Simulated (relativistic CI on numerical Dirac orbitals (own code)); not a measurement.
## Spin-allowed bands of a d8 ion in an octahedral site, by hand

Problem. A d8 ion in an octahedral site has a 3A2 ground term and spin-allowed bands at ν1 = 6900 and ν2 = 10714 cm⁻¹ (from a computed ligand-field model). Find Δ and the Racah parameter B, and predict the third band.

Working.
1. The F term splits into A2 (−1.2Δ), T2 (−0.2Δ) and T1 (+0.6Δ), so ν1 = E(T2) − E(A2) = Δ = 6900 cm⁻¹.
2. T1(F) mixes with T1(P), which lies at 15B, through an element 0.4Δ. The two roots, counted from A2, are ν2,3 = ½(15B + 3Δ) ∓ ½√[(15B − Δ)² + 12BΔ].
3. Solving the lower root for B gives B = (2ν1² + ν2² − 3ν1ν2)/(15ν2 − 27ν1) = -11770004/-25590 = 460 cm⁻¹.
4. The sum of the roots is 15B + 3Δ, so ν3 = 15B + 3ν1 − ν2 = 16885 cm⁻¹ (592 nm).

Check. The bands were computed by exact diagonalisation of the d8 shell with B = 460 and Δ = 6900 cm⁻¹, which gives ν3 = 16886 cm⁻¹. C does not enter the terms of highest spin.
